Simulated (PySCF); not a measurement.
# TaO₂(OH), singlet: molecular constants

Computed with PySCF, PBE0, basis Ta def2-TZVP with ECP60, O def2-TZVP, H def2-TZVP (scalar-relativistic core potentials, no spin–orbit coupling, density fitting).

The structure is a minimum.

Z-matrix (Å, degrees; charge 0 multiplicity 1):
```
Ta
O  1 1.7342
O  1 1.7361 2 107.37
O  1 1.9156 2 109.61 3 -118.46
H  4 0.9575 1 129.34 2 1.86
```

```json
{
 "Point group": "C1",
 "Bond lengths": "O–H 0.958 Å, Ta–O 1.735 Å (×2), Ta–O 1.916 Å",
 "Bond angles": "H–O–Ta 129.3°, O–Ta–O 107.4°, O–Ta–O 109.2°, O–Ta–O 109.6°",
 "Entropy at 298.15 K and 1 bar": "315.9 J/(mol K)",
 "Dipole moment": "5.60 D",
 "Heat capacity Cp at 298.15 K": "73.8 J/(mol K)",
 "Principal quadrupole moments (Buckingham, traceless) about the centre of mass": "-11.47, -3.20, 14.68 D Å",
 "Principal polarisabilities": "29.8, 45.8, 49.5 bohr³",
 "Highest occupied level": "-7.89 eV",
 "Enthalpy at 298.15 K above 0 K": "15.92 kJ/mol",
 "Zero-point energy": "49.0 kJ/mol",
 "Lowest empty level": "-3.68 eV",
 "Atomisation energy without zero-point energy": "2318 kJ/mol",
 "Rotational symmetry number": "1",
 "Rotational constants": "0.2153, 0.1777, 0.1185 cm⁻¹"
}
```

Harmonic modes (masses in u: Ta 180.948, O 15.995, H 1.008):
```json
{"symmetry": "a", "ω (cm⁻¹)": "187", "IR (km/mol)": "41.0"}
{"symmetry": "a", "ω (cm⁻¹)": "230", "IR (km/mol)": "10.4"}
{"symmetry": "a", "ω (cm⁻¹)": "272", "IR (km/mol)": "76.7"}
{"symmetry": "a", "ω (cm⁻¹)": "351", "IR (km/mol)": "51.2"}
{"symmetry": "a", "ω (cm⁻¹)": "568", "IR (km/mol)": "194"}
{"symmetry": "a", "ω (cm⁻¹)": "704", "IR (km/mol)": "71.2"}
{"symmetry": "a", "ω (cm⁻¹)": "938", "IR (km/mol)": "245"}
{"symmetry": "a", "ω (cm⁻¹)": "1004", "IR (km/mol)": "60.0"}
{"symmetry": "a", "ω (cm⁻¹)": "3936", "IR (km/mol)": "189"}
```

Charges (e):
```tsv
atom	Mulliken	Löwdin	polar tensor	Mayer order to Ta1
Ta1	1.41	0.83	2.18	–
O2	-0.54	-0.34	-0.81	2.09
O3	-0.54	-0.34	-0.82	2.08
O4	-0.67	-0.32	-0.89	1.04
H5	0.35	0.17	0.34	0.02
```
Other Mayer orders above 0.3: O–H 0.87.

Mulliken populations on Ta1 (electrons outside its core potential): s 2.28, p 6.28, d 2.87, f 0.17.

Other isomers or separated fragments may lie lower. Spin–orbit coupling, left out here, can matter for elements this heavy.

The final relaxation and frequency run took 90 s on 4 threads of a shared Intel Xeon 6975P-C (Granite Rapids) host, with 139 basis functions and 28 gradients; the process peaked at 1.6 GiB.
